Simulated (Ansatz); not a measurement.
Consider the ligand exchange at the Si–C bond: `NC(=O)[SiH3]` + `O[SiH](F)[SeH]` → `F[SiH]([SeH])O[SiH3]` + `NC=O`.

Program: Ansatz. Geometries: PBE0-D4/def2-TZVP. ΔE: electronic, gas phase. CBS: MP2 limit from def2 TZ/QZ plus the TZ coupled-cluster correction, frozen cores. This one scheme is used for every species. DFT in def2-TZVPP. HSE06 is defined as in plane-wave codes. For Se outer-core shells are correlated without core-valence functions, which leaves a few kJ/mol of doubt a bond. Scalar relativity is left out up to krypton. One conformer a species, not always the lowest.

```csv
level,ΔE (eV)
HSE06,-1.11
CCSD/def2-SVP,-1.25
HF/def2-TZVPP,-1.48
MP2/CBS(def2),-1.27
```

Task: What does CCSD(T)/CBS give? (Estimate.)

Result: Computed: -1.23 eV. The listed levels differ from it by 0.12, -0.02, -0.25, -0.04 eV.

Largest T1 diagnostic among the species: 0.016.

From r2SCAN to r2SCAN0 (25 % exact exchange), in def2-TZVPP and without D4, ΔE moves by −0.06 eV. The D4 term adds −0.03 eV with B3LYP and −0.02 eV with PBE0; it sums over pairs of atoms, weighted by their polarisabilities, and B3LYP, whose exchange is more repulsive, gets the larger term. In def2-TZVPP, CCSD(T) changes the Hartree–Fock value by +0.25 eV (the triples alone add +0.05 eV) and MP2 by +0.21 eV.

B3LYP here is the variant with VWN-RPA as its local correlation; programs differ in this.
